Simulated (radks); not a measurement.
The numbers below are computed, except where a source is named.
Zr30+, 10 electrons, occupied as [Ne]. Level of theory: non-relativistic Kohn-Sham, LDA (Slater exchange, Perdew-Wang correlation), spin-unpolarised, spherical densities, point nucleus; relativity is left out, which matters for an element this heavy (a radial shooting solver on a logarithmic mesh with Libxc functionals). Some entries of the table are withheld. Estimate them.

orbital,occ.,eigenvalue (eV),<1/r> (bohr^-1),r(max) (bohr)
1s,2,-18997.59,(1),0.02524
2s,2,(2),9.043,(3)
2p,6,(4),(5),(6)

Answer. 
(1) 1s <1/r> (bohr^-1): 39.47
(2) 2s eigenvalue (eV): -3874.568
(3) 2s r(max) (bohr): 0.1401
(4) 2p eigenvalue (eV): -3699.495
(5) 2p <1/r> (bohr^-1): 9.012
(6) 2p r(max) (bohr): 0.1100
